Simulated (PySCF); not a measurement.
**Selenium: a sound run and one with changed settings**

Sound run: Se⁺ [Ar] 3d10 4s2 4p3, Se²⁺ [Ar] 3d10 4s2 4p2. All numbers are calculated (PySCF 2.14, the non-relativistic Hamiltonian (point nucleus), in def2-SVP). In the sound run the correlated levels freeze [Ar] 3d10. The sound run starts from symmetry-adapted Hartree-Fock orbitals and uses a fine grid where one is needed.

Changed run: all electrons correlated in a basis built for the valence shell.

| species | method | sound run (hartree) | changed run (hartree) | converged |
| --- | --- | --- | --- | --- |
| Se⁺ | MP2 | -2399.27455 | -2399.42209 | yes |
| Se²⁺ | MP2 | -2398.49403 | -2398.63987 | yes |

Ionisation energy of Se⁺:

```tsv
method	sound run (eV)	changed run (eV)
UHF	20.878	20.878
MP2	21.239	21.285
SCS-MP2	21.109	21.135
```

A valence basis has no tight correlating functions, so it recovers only part of the core correlation, and not evenly between atom and ion.

For comparison, NIST gives 21.196 ± 0.01 eV between the lowest levels.
